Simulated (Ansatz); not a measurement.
Harmonic frequencies (cm⁻¹) at PBE0-D4/def2-TZVP from Ansatz: 40, 55, 58, 67, 100, 132, 138, 170, 189, 208, 230, 267, 318, 366, 500, 531, 710, 716, 1178, 1181, 1230, 1476, 1490, 1490, 2694, 3014, 3084, 3086, 4003, 4011.

Each molecule was computed in one conformer, which needn't be the lowest.

**Question.** Which molecule is it?
A. `C[O][Zr]([OH])([Cl])[S]C`
B. `C[NH][Zr]([Cl])([Cl])[O]C`
C. `C[O][Zr]([OH])([OH])[SH]`
D. `[OH][Zr]([OH])([OH])[SH]`

**Answer.** C.
